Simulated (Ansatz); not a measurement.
The inner images of a band of AlClF2 + H2 (6 atoms, charge 0, multiplicity 1) are given out of order.

Method: RKS PBE0-D4/def2-SVP (Ansatz).

Image 0:

```xyz
6
Properties=species:S:1:pos:R:3
Al 0.006 0.051 0.272
Cl -0.009 0.713 2.245
F 1.426 -0.012 -0.569
F -1.412 -0.089 -0.563
H 0.072 -2.074 0.456
H 0.061 -1.855 1.194
```

Image 6:

```xyz
6
Properties=species:S:1:pos:R:3
Al 0.022 -0.513 -0.309
Cl 0.011 0.004 2.235
F 1.414 0.321 -0.674
F -1.417 0.239 -0.670
H 0.067 -2.071 -0.112
H 0.047 -1.245 2.565
```

Task: Put them in order from the first end to the last, with their energies above the first end.
A.
```xyz
6
Properties=species:S:1:pos:R:3
Al 0.020 -0.476 -0.181
Cl 0.014 0.047 2.294
F 1.432 0.219 -0.700
F -1.430 0.147 -0.690
H 0.060 -1.975 0.347
H 0.047 -1.227 1.966
```
B.
```xyz
6
Properties=species:S:1:pos:R:3
Al 0.008 -0.029 0.194
Cl -0.001 0.427 2.245
F 1.418 0.054 -0.662
F -1.409 -0.022 -0.656
H 0.068 -2.033 0.613
H 0.059 -1.663 1.301
```
C.
```xyz
6
Properties=species:S:1:pos:R:3
Al 0.018 -0.407 -0.072
Cl 0.015 0.072 2.268
F 1.439 0.147 -0.713
F -1.435 0.075 -0.701
H 0.060 -1.920 0.567
H 0.047 -1.233 1.685
```
D.
```xyz
6
Properties=species:S:1:pos:R:3
Al 0.013 -0.221 0.077
Cl 0.008 0.192 2.240
F 1.431 0.110 -0.707
F -1.425 0.034 -0.698
H 0.064 -1.929 0.682
H 0.053 -1.451 1.440
```
E.
```xyz
6
Properties=species:S:1:pos:R:3
Al 0.020 -0.488 -0.247
Cl 0.013 0.018 2.267
F 1.421 0.290 -0.688
F -1.424 0.211 -0.681
H 0.064 -2.021 0.118
H 0.049 -1.276 2.266
```

Result: B (+11.7 kJ/mol), D (+72.8 kJ/mol), C (+128.7 kJ/mol), A (+118.5 kJ/mol), E (+109.1 kJ/mol).

Run time: 2.3 min on 1 thread of Arm Neoverse V1, on a shared host, peak memory 0.14 GiB.
